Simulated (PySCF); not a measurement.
C₃H₉Ge, SMILES [CH3][Ge]([CH3])[CH3] (connectivity only; charge and spin as stated), charge +1, multiplicity 1.

Geometry optimised at PBE-D3(BJ)/def2-SVP. The multiplicity is an assumed one; no other spin state was optimised. The isomer is the one that the SMILES or the coordinates give; other isomers of the formula were not compared.

The numbers are results of PySCF with PBE-D3(BJ)/def2-SVP, not measurements.

Frequencies are harmonic and unscaled.

| mode | ν (cm⁻¹) | IR (km/mol) | Raman (Å⁴/amu) | depolarisation | moving atoms (share of kinetic energy) |
|---|---|---|---|---|---|
| 1 | 17 | 0.0 | 0.3 | 0.75 | H 96 % |
| 2 | 19 | 0.0 | 0.3 | 0.75 | H 96 % |
| 3 | 52 | 3.3 | 0.0 | – | H 95 % |
| 4 | 163 | 0.0 | 0.0 | – | H 37 %, C 33 %, Ge 30 % |
| 5 | 171 | 0.7 | 3.8 | 0.75 | C 53 %, H 34 %, Ge 13 % |
| 6 | 172 | 0.7 | 3.8 | 0.75 | C 53 %, H 34 %, Ge 13 % |
| 7 | 558 | 0.0 | 39.2 | 0.08 | C 80 %, H 20 % |
| 8 | 635 | 18.3 | 5.1 | 0.75 | C 53 %, H 28 %, Ge 19 % |
| 9 | 635 | 19.0 | 5.3 | 0.75 | C 55 %, H 26 %, Ge 19 % |
| 10 | 640 | 2.3 | 0.9 | 0.70 | H 78 %, C 19 % |
| 11 | 641 | 3.0 | 1.0 | 0.74 | H 76 %, C 21 % |
| 12 | 715 | 0.0 | 1.5 | 0.07 | H 85 %, C 15 % |
| 13 | 791 | 46.1 | 0.0 | – | H 73 %, C 22 % |
| 14 | 828 | 58.4 | 1.0 | 0.75 | H 74 %, C 22 % |
| 15 | 828 | 58.4 | 1.0 | 0.75 | H 74 %, C 22 % |
| 16 | 1201 | 28.9 | 1.8 | 0.75 | H 82 %, C 18 % |
| 17 | 1201 | 28.9 | 1.8 | 0.75 | H 82 %, C 18 % |
| 18 | 1210 | 0.0 | 2.2 | 0.53 | H 84 %, C 16 % |
| 19 | 1347 | 11.8 | 10.1 | 0.75 | H 96 % |
| 20 | 1347 | 11.7 | 10.1 | 0.75 | H 96 % |
| 21 | 1349 | 0.2 | 10.4 | 0.75 | H 95 % |
| 22 | 1350 | 0.2 | 10.4 | 0.75 | H 95 % |
| 23 | 1355 | 0.1 | 14.4 | 0.59 | H 95 % |
| 24 | 1358 | 37.7 | 0.1 | 0.66 | H 96 % |
| 25 | 2967 | 39.6 | 11.8 | 0.75 | H 97 % |
| 26 | 2967 | 39.6 | 11.7 | 0.75 | H 97 % |
| 27 | 2972 | 0.0 | 475.8 | 0.00 | H 97 % |
| 28 | 3057 | 0.2 | 126.3 | 0.75 | H 91 %, C 9 % |
| 29 | 3057 | 0.8 | 125.3 | 0.75 | H 91 %, C 9 % |
| 30 | 3058 | 37.3 | 3.4 | 0.75 | H 91 %, C 9 % |
| 31 | 3119 | 15.4 | 89.3 | 0.75 | H 90 %, C 10 % |
| 32 | 3120 | 15.4 | 89.4 | 0.75 | H 90 %, C 10 % |
| 33 | 3120 | 0.0 | 50.0 | 0.62 | H 90 %, C 10 % |
